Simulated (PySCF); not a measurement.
Compound: (H2Ga-mu-SH)3.
Bonds: Ga1–S4, Ga1–S12, S4–Ga5, Ga5–S8, S8–Ga9, Ga9–S12. Hydrogens: H2, H3 on Ga1; H13 on S4; H6, H7 on Ga5; H14 on S8; H10, H11 on Ga9; H15 on S12.

Method: PBE0-D3(BJ)/def2-SVP geometry optimisation, gas phase (PySCF 2.14.0).

(1) Give the optimised bond lengths and angles.

Answers

(1) 
| bond | length (pm) |
| --- | --- |
| Ga1–H2 and 5 like bonds | 156.1 |
| Ga1–S4 and 5 like bonds | 238.7 |
| S4–H13, S8–H14, S12–H15 | 135.0 |

Bonds in one row agree within 1 pm and their mean is given. A selection of angles:
| angle | degrees |
| --- | --- |
| H2–Ga1–H3 | 130.1 |
| H2–Ga1–S4 | 103.8 |
| H3–Ga1–S4 | 104.7 |
| S4–Ga1–S12 | 108.9 |
| Ga1–S4–Ga5 | 116.8 |
| Ga1–S4–H13 | 101.8 |

Torsions: S12–Ga1–S4–Ga5 51° (synclinal); S4–Ga1–S12–Ga9 -51° (synclinal); Ga1–S4–Ga5–S8 -51° (synclinal); S4–Ga5–S8–Ga9 50° (synclinal); Ga5–S8–Ga9–S12 -50° (synclinal); S8–Ga9–S12–Ga1 51° (synclinal).

S4 (sulfur bonded to 2 Ga and H) is pyramidal (angles 116.8°, 101.8° and 101.7°, sum 320.3°, 0.72 Å off the plane of its three neighbours). Ga1 (gallium bonded to 2 S and 2 H) has angles from 103.8° to 130.1°.

Point group: C3v (tolerance 0.08 Å). Stationary, but not proved a minimum. One conformer, not necessarily the lowest.

On an Arm Neoverse V1 with one thread, shared host with 32 logical CPUs at a one-minute load of 40, this took 8.0 min of wall time and 1.2 GiB of memory at its peak. That covers the optimisation of the geometry.
